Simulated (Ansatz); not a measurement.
HfO4H4, relaxed as a singlet with RKS r2SCAN-D4/def2-SVP in Ansatz, starting from the GFN2-xTB geometry. Force threshold 0.02 eV/Å.

In the def2 sets Hf takes a core potential; there is no spin–orbit coupling. The structure holds one bond between oxygen atoms, so isomers without such links may lie far lower. The structure comes from a short search, and lower isomers may exist.

Start:

```xyz
9

Hf    0.4980    0.4424    0.1761
O    -0.9588    0.6952   -1.6186
O    -0.9529    0.2040    1.3756
O    -0.1254   -0.4696   -1.4146
O     1.6391   -0.9406    0.7957
H    -1.7838    0.2942   -1.9450
H    -0.8687   -0.4687    2.0586
H     1.1324    2.0882    0.0210
H     1.4200   -1.8450    0.5512
```

(1) Estimate the energy that the relaxation releases and the steps that it takes.

(2) Does the start keep its bonding and symmetry?

(3) Predict the relaxed structure.

## Answers

(1) 0.86 eV, in 14 steps; 29 s on 4 threads of Arm Neoverse V2 on a shared host. No frequencies were taken in this run, so the end may be a saddle point.

(2) By distances, no bond broke or formed. The bond that changes most is Hf1–O4, from 1.94 to 2.04 Å (atoms count from 1).

(3) 
```tsv
atom	x (Å)	y (Å)	z (Å)
Hf1	0.360	0.103	0.081
O2	-0.950	0.814	-1.668
O3	-1.063	0.173	1.389
O4	-0.317	-0.525	-1.738
O5	1.768	-1.114	0.555
H6	-1.896	0.590	-1.621
H7	-1.560	-0.046	2.179
H8	1.212	1.761	0.063
H9	2.447	-1.757	0.759
```
Bond lengths: 4 × Hf–O 1.92 to 2.30 Å; 1 × O–O 1.48 Å; 3 × H–O 0.96 to 0.97 Å; 1 × H–Hf 1.86 Å.
